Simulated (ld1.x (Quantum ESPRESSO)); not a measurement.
# Ranking TM potentials for carbon

All share these settings but for the change named:

| Item | Value |
| --- | --- |
| Element | C |
| Generator | ld1.x (Quantum ESPRESSO) 7.5 |
| Type | norm-conserving Troullier–Martins (Kleinman–Bylander form) |
| Functional | PBEsol |
| Relativity | scalar-relativistic |
| Frozen core | [He] |
| Valence charge | 4 |
| Reference configuration | 2s2 2p2 |
| Partial waves | 2s (bound): rc 0.95 bohr; 2p (bound): rc 2.55 bohr |
| Local potential | all-electron potential smoothed inside 2.50 bohr (lloc = -1) |
| Core correction | Bessel-smoothed model core, default radius (core density twice the valence density) |

Cutoff: the first of the cutoffs (Ry, on a coarse ladder) from which the occupation-weighted sum of valence levels, in a spherical-Bessel basis at the reference potential, stays within 10 and 1 mRy of its value at 400 Ry; the density cutoff is not measured.

The base gives 35 Ry.

Of 10 variants that were run, those that failed, showed a ghost or another fault, or gave nearly equal values are left out.

A variant can come out equal or close to the base.

Task: Rank these variants from softest to hardest (loose cutoff).
A. wave 2s (bound): rc 0.95 bohr becomes 2s (bound): rc 0.62 bohr
B. wave 2s (bound): rc 0.95 bohr becomes 2s (bound): rc 1.22 bohr
C. wave 2s (bound): rc 0.95 bohr becomes 2s (bound): rc 0.90 bohr
D. wave 2s (bound): rc 0.95 bohr becomes 2s (bound): rc 0.78 bohr
E. wave 2s (bound): rc 0.95 bohr becomes 2s (bound): rc 1.32 bohr

Result: E (30 Ry), B (35 Ry), C (40 Ry), D (110 Ry), A (230 Ry).
